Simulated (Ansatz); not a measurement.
`[NH2][Al]([OH])[OH]` + `CCC(O)O` → `C[CH2][Al]([NH2])[OH]` + `OC(O)O`  (formal exchange of groups at the Al–O bond)

Gas-phase electronic energies from Ansatz, PBE0-D4/def2-TZVP geometries. CCSD(T)/CBS adds triple-zeta CCSD(T) − MP2 to the extrapolated MP2 energy (def2 sets, frozen cores). Functionals use def2-TZVPP. B3LYP here is the variant with VWN-RPA as its local correlation; programs differ in this. Each species was taken in one conformer, which may not be the lowest.

| level | ΔE (kcal/mol) | difference from CCSD(T)/CBS |
| --- | --- | --- |
| PBE-D4 | 32.9 | -4.9 |
| PBE0-D4 | 33.9 | -3.9 |
| B3LYP-D4 | 35.9 | -1.9 |
| ωB97X-V | 35.6 | -2.2 |
| ωB97M-V | 35.5 | -2.3 |
| B2PLYP | 37.0 | -0.8 |
| PBE | 32.8 | -5.0 |
| r2SCAN | 35.6 | -2.2 |
| MP2/def2-TZVPP | 38.6 | 0.8 |
| CCSD/def2-TZVPP | 37.4 | -0.4 |
| CCSD(T)/def2-TZVPP | 37.0 | -0.8 |
| HF/def2-QZVPP | 37.7 | -0.1 |
| SCS-MP2/def2-QZVPP | 39.1 | 1.3 |
| HF/CBS(def2) | 37.7 | -0.1 |
| MP2/CBS(def2) | 39.4 | 1.6 |
| CCSD/CBS(def2) | 38.2 | 0.4 |
| CCSD(T)/CBS | 37.8 | 0 |

Largest T1 diagnostic among the species: 0.011.

From PBE to PBE0 (25 % exact exchange), in def2-TZVPP and without D4, ΔE moves by +1.1 kcal/mol.
